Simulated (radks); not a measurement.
Species: neutral tellurium. Configuration: [Kr] 4d10 5s2 5p4. Method: scalar-relativistic Kohn-Sham, LDA (Slater exchange, Perdew-Wang correlation), spin-polarised, spherical densities, point nucleus; open shells are filled with parallel spins first (spin-orbit coupling, left out, can overturn this in heavy ions); computed with a radial shooting solver on a logarithmic mesh with Libxc functionals.

Local quantities along the radius. ELF = 1/(1 + alpha^2) is the electron localisation function; alpha = (tau - tau_W)/tau_unif compares the Pauli kinetic energy density with that of the uniform gas (summed over spins). tau is taken from the large components.

```
   r/bohr * ELF (the largest magnitude, 0.999, reaches the edge; | marks zero)
 0.002559 |                                                      *
 0.003003 |                                                      *
 0.003552 |                                                      *
 0.004168 |                                                      *
 0.004892 |                                                      *
  0.00574 |                                                      *
 0.006791 |                                                      *
 0.007969 |                                                      *
 0.009352 |                                                      *
  0.01106 |                                                      *
  0.01298 |                                                     *
  0.01523 |                                                     *
  0.01802 |                                                   *
  0.02115 |                                               *
  0.02482 |                                        *
  0.02936 |                              *
  0.03445 |                     *
  0.04043 |                 *
  0.04782 |                  *
  0.05612 |                         *
  0.06586 |                                  *
  0.07791 |                                       *
  0.09143 |                                        *
   0.1073 |                                    *
   0.1269 |                          *
   0.1489 |                  *
   0.1748 |                  *
   0.2051 |                           *
   0.2426 |                                     *
   0.2847 |                                         *
   0.3341 |                                      *
   0.3953 |                        *
   0.4638 |          *
   0.5443 |             *
   0.6439 |                               *
   0.7556 |                                         *
   0.8867 |                                        *
    1.049 |                                 *
    1.231 |                      *
    1.445 |              *
    1.709 |                 *
    2.005 |                            *
    2.353 |                                      *
    2.784 |                                        *
    3.267 |                                     *
    3.834 |                             *
    4.535 |                *
    5.322 |      *
    6.245 | *
    7.329 *
    8.669 *
    10.17 *
```

On this mesh the ELF has minima near r = 0.040, 0.15, 0.46, 1.4 bohr, which separate the shells, and maxima near 0.0011 (1.00), 0.091 (0.75), 0.28 (0.76), 0.76 (0.75), 2.8 (0.75).
